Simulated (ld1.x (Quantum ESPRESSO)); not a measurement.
**Which change was made? (Cl, ultrasoft)**

ld1.x (Quantum ESPRESSO) 7.5 input, shortened:

```
&input
   title='Cl', zed=17., rel=1, dft='PW91', iswitch=3,
   config='[Ne] 3s2 3p4.5'
 /
 &inputp
   pseudotype=3, tm=.true., lloc=-1, rcloc=1.20,
   nlcc=.true., new_core_ps=.true., rcore=0.85
 /
4
3S  1  0   2.00   0.00  1.30  1.45  0.0
3S  1  0   0.00  -1.30  1.30  1.45  0.0
3P  2  1   4.50   0.00  1.30  1.45  0.0
3P  2  1   0.00  -0.55  1.30  1.45  0.0
 &test
   configts(1)='3s2 3p4.5'
 /
```

Cutoffs, loose and tight: the cutoffs (Ry, on a coarse ladder) from which the occupation-weighted sum of valence levels, in a spherical-Bessel basis at the reference potential, stays within 10 and 1 mRy of its value at 400 Ry. They do not see the model core or the augmentation charge, which bear on the density cutoff. Test errors are all-electron minus pseudo excitation energies from the reference, over the configurations 3s2 3p5; 3s2 3p4; 3s2 3p3; 3s2 3p5.3; 3s1 3p6; 3s2 3p2; 3s2 3p1; variants that change the core or the reference have their own tests.

The base gives: outcome: generated; cutoff, loose: 25 Ry; cutoff, tight: 40 Ry; bound ghosts: none; largest test error (meV): +123.

Q: After one change the result is: outcome: generated; cutoff, loose: 21 Ry; cutoff, tight: 25 Ry; bound ghosts: none; largest test error (meV): +175. Which change was it?
A. all radii but the core radius scaled by about 0.74 (s 1.08, p 1.08 bohr, rcut 0.96/0.96); local potential all-electron potential smoothed inside 0.90 bohr (lloc = -1)
B. all radii but the core radius scaled by about 1.41 (s 2.04, p 2.04 bohr, rcut 1.82/1.82); local potential all-electron potential smoothed inside 1.68 bohr (lloc = -1)
C. all radii but the core radius scaled by about 0.83 (s 1.20, p 1.20 bohr, rcut 1.08/1.08); local potential all-electron potential smoothed inside 1.00 bohr (lloc = -1)
D. all radii but the core radius scaled by about 1.24 (s 1.80, p 1.80 bohr, rcut 1.62/1.62); local potential all-electron potential smoothed inside 1.48 bohr (lloc = -1)

A: D. The others give: all radii but the core radius scaled by about 0.74 (s 1.08, p 1.08 bohr, rcut 0.96/0.96); local potential all-electron potential smoothed inside 0.90 bohr (lloc = -1) → outcome: failed: run_pseudo: Errors in PS-KS equation | all radii but the core radius scaled by about 0.83 (s 1.20, p 1.20 bohr, rcut 1.08/1.08); local potential all-electron potential smoothed inside 1.00 bohr (lloc = -1) → outcome: generated; cutoff, loose: 25 Ry; cutoff, tight: 55 Ry; bound ghosts: none; largest test error (meV): +80 | all radii but the core radius scaled by about 1.41 (s 2.04, p 2.04 bohr, rcut 1.82/1.82); local potential all-electron potential smoothed inside 1.68 bohr (lloc = -1) → outcome: generated; cutoff, loose: 15 Ry; cutoff, tight: 21 Ry; bound ghosts: none; largest test error (meV): +241.
